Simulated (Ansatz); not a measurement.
Wavefunction ladder for GaHI2 (`[I][GaH][I]`)

```xyz
4

I     1.0158   -1.8352   -1.0620
Ga    0.0672    0.0405    0.2450
I    -1.5566    1.5102   -0.9080
H     0.4735    0.2846    1.7250
```

Total charge 0; spin multiplicity 1. Correlated methods include outer-core shells of Ga, I, which these sets cover unevenly. Scalar relativity is left out up to krypton. I: def2 effective core potential. The geometry is a stationary point of PBE0-D4/def2-TZVP. Frozen core, restricted reference, Ansatz.

```
     basis      HF (Eh)  MP2 corr.  CCSD corr.       (T)  CCSD(T) total
  def2-SVP  -2516.99997   -0.44269           ?         ?              ?
def2-TZVPP  -2517.26803   -1.20933           ?  -0.03010              ?
def2-QZVPP  -2517.31020          ?           –         –              –
```

Fill in the withheld values. (Best estimate.)

Computed: def2-SVP CCSD corr.: -0.45125; def2-SVP (T): -0.01337; def2-SVP CCSD(T) total: -2517.46459; def2-TZVPP CCSD corr.: -1.14946; def2-TZVPP CCSD(T) total: -2518.44759; def2-QZVPP MP2 corr.: -1.79872.
